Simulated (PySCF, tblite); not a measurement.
Isomers of C5H15NSSi2. Method: GFN2-xTB as coded in tblite; computed harmonic values from a numerical Hessian at the method's own geometry, unscaled. Against measured fundamentals such values can be off by several per cent, at times by over 20. Modes of hydrogen on silicon can be 10 to 20 % off. One conformer each.

Electronic energies: PBE0/pcSseg-1 single points on the GFN2-xTB geometries (PySCF, gas phase).

```
                   SMILES  electronic energy, lowest = 0 (kJ/mol)
 C=C(SC)[Si@H](C)C[SiH2]N                                   117.5
    N[SiH2][SiH2]SC1CCCC1                                    81.7
C=C(C)[Si@@H](CC)S[SiH2]N                                     0.0
  CC[Si@@H]1CCN[Si@@H]1SC                                    38.3
 CC[Si@@H](S[SiH2]N)C1CC1                                    13.9
 C=CN([SiH2]S[SiH3])C(C)C                                   102.8
```

Task: How do GFN2-xTB zero-point energies change the relative energies?

Result: 
```csv
SMILES,ZPE (kJ/mol),of it from modes above 1550 cm⁻¹,electronic (kJ/mol),"with ZPE, lowest = 0 (kJ/mol)",lowest mode (cm⁻¹),rings
C=C(C)[Si@@H](CC)S[SiH2]N,491.8,273.5,0.0,0.0,14,0
CC[Si@@H](S[SiH2]N)C1CC1,498.1,264.2,13.9,20.2,26,1
CC[Si@@H]1CCN[Si@@H]1SC,504.5,260.6,38.3,51.0,25,1
N[SiH2][SiH2]SC1CCCC1,498.2,255.2,81.7,88.1,26,1
C=CN([SiH2]S[SiH3])C(C)C,485.2,261.7,102.8,96.3,25,0
C=C(SC)[Si@H](C)C[SiH2]N,482.4,272.8,117.5,108.1,22,0
```

The zero-point energies span 22.1 kJ/mol, from `C=C(SC)[Si@H](C)C[SiH2]N` to `CC[Si@@H]1CCN[Si@@H]1SC`. The order is unchanged.

Task: And how do the electronic energies of GFN2-xTB itself compare?

Result: `C=C(C)[Si@@H](CC)S[SiH2]N` 105.2; `CC[Si@@H](S[SiH2]N)C1CC1` 89.7; `CC[Si@@H]1CCN[Si@@H]1SC` 132.0; `N[SiH2][SiH2]SC1CCCC1` 60.7; `C=CN([SiH2]S[SiH3])C(C)C` 0.0; `C=C(SC)[Si@H](C)C[SiH2]N` 296.8 kJ/mol, lowest = 0. Against the energies above, taken from the same isomer `C=C(C)[Si@@H](CC)S[SiH2]N`, the largest difference is 208.0 kJ/mol.
